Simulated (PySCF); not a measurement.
Molecule: SMILES [SiH3][SiH]([SiH3])[SiH3], H$_{10}$Si$_{4}$.

Geometry:
```csv
atom,x (Å),y (Å),z (Å)
Si1,-0.039,2.107,-0.781
Si2,0.077,0.166,0.530
Si3,1.903,-1.133,-0.160
Si4,-1.898,-1.058,0.220
H5,1.197,2.934,-0.627
H6,-0.176,1.709,-2.216
H7,-1.227,2.930,-0.395
H8,0.235,0.535,1.975
H9,3.184,-0.389,0.039
H10,1.750,-1.451,-1.613
H11,1.961,-2.415,0.609
H12,-1.905,-2.286,1.072
H13,-3.096,-0.227,0.555
H14,-1.985,-1.467,-1.216
```

Geometry PBE0-D3(BJ)/def2-SVP throughout; GIAO in PySCF 2.14.0 with density-fitted response routines, gas phase, one conformer, non-relativistic; equivalent atoms averaged; functional PBE0.

For orientation, pcSseg-2 gives these shifts δ (against TMS at the same level): Si1/Si3/Si4 -104.0, Si2 -139.6, H5/H6/H7/H9/H10/H11/H12/H13/H14 3.74, H8 3.24 ppm.

A run gave: Si1/Si3/Si4 -98.5, Si2 -135.5, H5/H6/H7/H9/H10/H11/H12/H13/H14 3.75, H8 3.30 ppm (shifts δ (against TMS at the same level)).

Question: Which basis set was used in that run?
A. pcSseg-0
B. def2-TZVP
C. STO-3G
D. aug-cc-pVDZ
E. cc-pVTZ

Answer: E. Si1/Si3/Si4 tells them apart best: cc-pVTZ gives -98.5, STO-3G gives -78.7, aug-cc-pVDZ gives -93.9, def2-TZVP gives -103.5, pcSseg-0 gives -147.6 ppm.
